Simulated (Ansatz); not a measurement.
Two isomers of C2H8OSn: A = `OC[CH2][SnH3]`, B = `[CH3][SnH]([CH3])[OH]`.

Isolated molecules relaxed with PBE0-D4/def2-TZVP in Ansatz; ΔE leaves out vibrations. CCSD(T)/CBS is the MP2 limit (def2-TZVPP, def2-QZVPP) plus CCSD(T) − MP2 in def2-TZVPP, frozen cores. DFT in def2-TZVPP. B3LYP here is the variant with VWN-RPA as its local correlation; programs differ in this. def2 core potentials past Kr. For Sn outer-core shells are correlated without core-valence functions, which leaves a few kJ/mol of doubt a bond. One conformer a species, not always the lowest.

A:

```xyz
12

O     1.805   -1.634   -0.055
C     0.506   -1.088    0.092
C     0.582    0.393   -0.176
Sn   -1.318    1.377    0.010
H     1.761   -2.578    0.114
H     0.126   -1.270    1.108
H    -0.193   -1.564   -0.610
H     0.958    0.573   -1.186
H     1.277    0.866    0.522
H    -1.927    1.179    1.595
H    -1.140    3.043   -0.319
H    -2.437    0.703   -1.094
```

B:

Z-matrix (Å, degrees):
```
C
Sn 1 2.127
H 1 1.090 2 109.7
H 1 1.091 2 110.8 3 120.6
H 1 1.090 2 109.2 3 -119.3
C 2 2.137 1 113.4 3 177.8
O 2 1.979 1 102.6 3 62.2
H 2 1.719 1 113.5 3 -53.5
H 6 1.090 2 110.1 1 -176.7
H 6 1.091 2 110.5 1 63.0
H 6 1.090 2 109.3 1 -57.0
H 7 0.959 2 113.7 1 -158.4
```

Task: Which isomer does CCSD(T)/CBS put lower? Give the gap. (Estimate.)

Result: Ansatz gave: B, by 155.0 kJ/mol.

Task: Give E(B) − E(A) in kJ/mol with MP2/def2-TZVPP, B2PLYP, B3LYP-D4, ωB97M-V, PBE0-D4, PBE-D4, CCSD(T)/def2-TZVPP. (Estimate.)

Result: Computed: MP2/def2-TZVPP -155.0, B2PLYP -148.3, B3LYP-D4 -142.5, ωB97M-V -140.4, PBE0-D4 -135.2, PBE-D4 -138.1, CCSD(T)/def2-TZVPP -142.8. None reverses the order clearly.

Largest T1 diagnostic: 0.012.

From PBE to PBE0 (25 % exact exchange), in def2-TZVPP and without D4, E(B) − E(A) moves by +3.1 kJ/mol. In def2-TZVPP, CCSD(T) changes the Hartree–Fock value by −8.1 kJ/mol (the triples alone add −1.9 kJ/mol) and MP2 by −20.3 kJ/mol.
